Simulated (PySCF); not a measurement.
PySCF input for CH₄Cl₂OSn, SMILES [Cl][SnH]([O]C)[Cl], PBE-D3(BJ)/def2-SVP. Geometry: PBE-D3(BJ)/def2-SVP. The structure was generated by enumeration; whether it is a known compound was not checked. The def2 effective core potentials stand for the cores of Sn; spin–orbit coupling is left out. Other conformers were not sampled.

```python
import numpy as np
from pyscf import gto, scf, dft, df
from pyscf.hessian import thermo

mol = gto.M(
    atom='''
    Sn    0.51511370   -0.12457163    0.00000000
    Cl   -0.65712445   -0.91600045    1.89383825
    Cl   -0.65712445   -0.91600054   -1.89383821
    O     0.40688949    1.86428198   -0.00000005
    C    -0.86702325    2.49440318   -0.00000006
    H     2.16759241   -0.58341614    0.00000002
    H    -1.46971100    2.24196614   -0.90263855
    H    -0.69460087    3.59140752   -0.00000009
    H    -1.46971099    2.24196619    0.90263844
    ''',
    basis='def2-SVP',
    ecp={'Sn': 'def2-svp'},
    charge=0,
    spin=0,
    max_memory=1600,
    verbose=3,
)
mf = dft.RKS(mol, xc='pbe').density_fit(auxbasis='def2-universal-jkfit')
mf.disp = 'd3bj'
mf.grids.level = 3
mf.conv_tol = 1e-11
mf.max_cycle = 100
mf.kernel()

# [left out here: the lines that compute and print the analytic Hessian (its translational invariance restored by hand, since the grid's response is missing), thermochemistry and intensities]
```

Program output:

```
converged SCF energy = -1249.6248603567

WARN: DFTD3 does not support analytical Hessian, using finite difference


WARN: Mole.unit (angstrom) is changed to Bohr

Mode                                 0                   1                   2
Irrep
Freq [cm^-1]                       42.6805             93.6884            109.3603
Reduced mass [au]                   3.7773              6.1465             25.0418
Force const [Dyne/A]                0.0041              0.0318              0.1765
Char temp [K]                      61.4077            134.7968            157.3451
Normal mode                   x     y     z       x     y     z       x     y     z
       0  Sn                -0.00  0.00 -0.02    0.02 -0.02 -0.00    0.04  0.02 -0.00
       1  Cl                -0.03  0.06 -0.01   -0.02  0.08  0.02   -0.06 -0.02 -0.08
       2  Cl                 0.03 -0.06 -0.01   -0.02  0.08 -0.02   -0.06 -0.02  0.08
       3   O                 0.00  0.00 -0.02   -0.02 -0.03 -0.00    0.01  0.01 -0.00
       4   C                 0.00  0.00  0.19   -0.08 -0.13  0.00   -0.02 -0.04  0.00
       5   H                -0.00  0.00 -0.01    0.01 -0.08  0.00    0.04  0.02  0.00
       6   H                -0.09  0.11  0.22   -0.06 -0.19 -0.00   -0.01 -0.06  0.00
       7   H                 0.00  0.00  0.30   -0.17 -0.12 -0.00   -0.06 -0.03 -0.00
       8   H                 0.09 -0.11  0.22   -0.06 -0.19  0.00   -0.01 -0.06 -0.00
Mode                                 3                   4                   5
Irrep
Freq [cm^-1]                      123.5586            178.4064            250.8697
Reduced mass [au]                   1.1837              3.9695              4.3560
Force const [Dyne/A]                0.0106              0.0744              0.1615
Char temp [K]                     177.7733            256.6871            360.9457
Normal mode                   x     y     z       x     y     z       x     y     z
       0  Sn                -0.00  0.00  0.01    0.00 -0.00  0.02    0.03 -0.03 -0.00
       1  Cl                -0.01 -0.02 -0.00   -0.00 -0.04  0.01   -0.01  0.02 -0.01
       2  Cl                 0.01  0.02 -0.00    0.00  0.04  0.01   -0.01  0.02  0.01
       3   O                 0.00  0.00 -0.08   -0.00 -0.00 -0.20   -0.14 -0.03 -0.00
       4   C                 0.00  0.00  0.03   -0.00 -0.00  0.01   -0.04  0.15  0.00
       5   H                -0.00  0.00  0.02    0.00 -0.00  0.06    0.07  0.12 -0.00
       6   H                -0.27 -0.36  0.32   -0.02  0.23 -0.04   -0.08  0.24 -0.00
       7   H                 0.00  0.00 -0.47   -0.00 -0.00  0.30    0.14  0.12 -0.00
       8   H                 0.27  0.36  0.32    0.02 -0.23 -0.04   -0.08  0.24  0.00
Mode                                 6                   7                   8
Irrep
Freq [cm^-1]                      354.8868            370.1043            511.1452
Reduced mass [au]                  37.8724             43.6115              1.1689
Force const [Dyne/A]                2.8103              3.5197              0.1799
Char temp [K]                     510.6032            532.4977            735.4242
Normal mode                   x     y     z       x     y     z       x     y     z
       0  Sn                -0.03 -0.02 -0.00   -0.00  0.00 -0.05    0.01 -0.01  0.00
       1  Cl                 0.05  0.04 -0.09   -0.05 -0.03  0.08    0.01 -0.00 -0.00
       2  Cl                 0.05  0.04  0.09    0.05  0.03  0.08    0.01 -0.00  0.00
       3   O                -0.00 -0.02  0.00    0.00 -0.00  0.00   -0.00  0.07 -0.00
       4   C                 0.01 -0.01  0.00    0.00 -0.00 -0.00   -0.05  0.05 -0.00
       5   H                -0.03  0.01 -0.00   -0.00 -0.00 -0.01   -0.24 -0.88 -0.00
       6   H                 0.00  0.00  0.00   -0.00  0.00 -0.00   -0.04  0.04 -0.00
       7   H                 0.02 -0.01  0.00    0.00 -0.00 -0.00   -0.05  0.05  0.00
       8   H                 0.00  0.00 -0.00    0.00 -0.00 -0.00   -0.04  0.04  0.00
Mode                                 9                  10                  11
Irrep
Freq [cm^-1]                      526.4959            548.4344           1060.8242
Reduced mass [au]                   1.0308              4.6244              9.6396
Force const [Dyne/A]                0.1684              0.8195              6.3914
Char temp [K]                     757.5104            789.0749           1526.2899
Normal mode                   x     y     z       x     y     z       x     y     z
       0  Sn                 0.00 -0.00 -0.01   -0.00 -0.03 -0.00   -0.00  0.00 -0.00
       1  Cl                 0.01 -0.00 -0.00   -0.00  0.00 -0.00    0.00  0.00 -0.00
       2  Cl                -0.01  0.00 -0.00   -0.00  0.00  0.00    0.00  0.00  0.00
       3   O                -0.00  0.00  0.01    0.06  0.19 -0.00    0.15 -0.10  0.00
       4   C                -0.00  0.00  0.00   -0.05  0.05 -0.00   -0.17  0.09 -0.00
       5   H                -0.00 -0.00  0.98    0.10  0.31 -0.00    0.01  0.04  0.00
       6   H                -0.00 -0.00  0.01   -0.02 -0.04  0.00   -0.11  0.04 -0.01
       7   H                -0.00  0.00 -0.01   -0.23  0.08  0.00   -0.04  0.05  0.00
       8   H                 0.00  0.00  0.01   -0.02 -0.04 -0.00   -0.11  0.04  0.01
Mode                                12                  13                  14
Irrep
Freq [cm^-1]                     1128.5034           1141.6327           1408.4319
Reduced mass [au]                   1.2794              1.3183              1.1173
Force const [Dyne/A]                0.9600              1.0124              1.3058
Char temp [K]                    1623.6652           1642.5552           2026.4199
Normal mode                   x     y     z       x     y     z       x     y     z
       0  Sn                 0.00  0.00  0.00    0.00  0.00 -0.00   -0.00 -0.00  0.00
       1  Cl                 0.00  0.00 -0.00    0.00 -0.00 -0.00    0.00  0.00 -0.00
       2  Cl                -0.00 -0.00 -0.00    0.00 -0.00  0.00    0.00  0.00  0.00
       3   O                -0.00 -0.00  0.05   -0.03 -0.06 -0.00   -0.02  0.02  0.00
       4   C                 0.00  0.00 -0.12    0.06  0.11  0.00   -0.06  0.06  0.00
       5   H                -0.00 -0.00 -0.01   -0.02 -0.03  0.00    0.01  0.01 -0.00
       6   H                -0.53  0.19  0.17    0.14 -0.36  0.08    0.23 -0.44 -0.04
       7   H                -0.00  0.00  0.28   -0.62  0.22 -0.00    0.63 -0.07 -0.00
       8   H                 0.53 -0.19  0.17    0.14 -0.36 -0.08    0.23 -0.44  0.04
Mode                                15                  16                  17
Irrep
Freq [cm^-1]                     1410.1777           1428.0857           1899.5315
Reduced mass [au]                   1.0400              1.0527              1.0164
Force const [Dyne/A]                1.2185              1.2650              2.1608
Char temp [K]                    2028.9317           2054.6974           2733.0030
Normal mode                   x     y     z       x     y     z       x     y     z
       0  Sn                -0.00 -0.00 -0.00    0.00 -0.00 -0.00   -0.01  0.00  0.00
       1  Cl                -0.00  0.00  0.00    0.00  0.00 -0.00   -0.00  0.00 -0.00
       2  Cl                 0.00 -0.00  0.00    0.00  0.00  0.00   -0.00  0.00  0.00
       3   O                -0.00  0.00 -0.01   -0.01 -0.00 -0.00   -0.00 -0.00 -0.00
       4   C                -0.00  0.00 -0.05   -0.06 -0.02 -0.00    0.00  0.00  0.00
       5   H                 0.00  0.00  0.01    0.00  0.00  0.00    0.95 -0.27 -0.00
       6   H                 0.09 -0.48  0.05    0.50  0.19 -0.41    0.00 -0.00  0.00
       7   H                 0.00 -0.00  0.69   -0.19  0.01  0.00   -0.01  0.00 -0.00
       8   H                -0.09  0.48  0.05    0.50  0.19  0.41    0.00 -0.00 -0.00
Mode                                18                  19                  20
Irrep
Freq [cm^-1]                     2916.5139           2991.9544           3031.4020
Reduced mass [au]                   1.0328              1.1068              1.1031
Force const [Dyne/A]                5.1759              5.8374              5.9726
Char temp [K]                    4196.2141           4304.7563           4361.5125
Normal mode                   x     y     z       x     y     z       x     y     z
       0  Sn                -0.00 -0.00  0.00    0.00  0.00  0.00   -0.00  0.00 -0.00
       1  Cl                 0.00  0.00 -0.00    0.00  0.00 -0.00    0.00  0.00 -0.00
       2  Cl                 0.00  0.00  0.00   -0.00 -0.00 -0.00    0.00  0.00  0.00
       3   O                -0.00  0.00  0.00   -0.00 -0.00 -0.00    0.00 -0.00  0.00
       4   C                -0.05  0.01 -0.00   -0.00 -0.00  0.09   -0.03 -0.08 -0.00
       5   H                 0.00  0.00 -0.00   -0.00  0.00  0.00   -0.00  0.00  0.00
       6   H                 0.33  0.15  0.52   -0.35 -0.17 -0.54    0.13  0.05  0.22
       7   H                -0.07 -0.38 -0.00    0.00  0.00  0.02    0.15  0.86 -0.00
       8   H                 0.33  0.15 -0.52    0.35  0.17 -0.54    0.13  0.05 -0.22
temperature 298.1500 [K]
pressure 101325.00 [Pa]
Rotational constants [GHz] 1.69908 1.49539 1.07219
Symmetry number 1
Zero-point energy (ZPE) 0.04904 [Eh]   128758.189 [J/mol]
                           tot       elec      trans        rot        vib
Entropy [J/mol/K]       395.744      0.000    176.107    121.996     97.641
Cv [J/mol/K]            105.406      0.000     12.472     12.472     80.462
Cp [J/mol/K]            113.720      0.000     20.786     12.472     80.462
Internal energy [J/mol]                      3718.434   3718.434 143163.816
Internal energy [Eh]   -1249.56750  -1249.62486
Enthalpy [J/mol]                             6197.391   3718.434 143163.816
Enthalpy [Eh]          -1249.56656
Gibbs free energy [J/mol]                  -46308.844 -32654.651 114052.132
Gibbs free energy [Eh] -1249.61150
mode   freq/cm-1   IR/(km/mol)
   1       42.68         1.051
   2       93.69         7.230
   3      109.36         3.743
   4      123.56         1.897
   5      178.41        15.477
   6      250.87        10.093
   7      354.89        22.623
   8      370.10        59.677
   9      511.15        23.302
  10      526.50        62.903
  11      548.43        80.109
  12     1060.82       154.840
  13     1128.50         0.061
  14     1141.63         2.103
  15     1408.43        12.264
  16     1410.18         4.217
  17     1428.09        16.269
  18     1899.53        76.294
  19     2916.51        69.988
  20     2991.95        28.243
  21     3031.40        16.969
max |gradient| / (hartree/bohr): 8.904651055231114e-05
APT charges: [ 1.7329 -0.516  -0.516  -0.8075  0.449  -0.2432 -0.0328 -0.0337 -0.0328]
```

The calculation finished and met its thresholds.
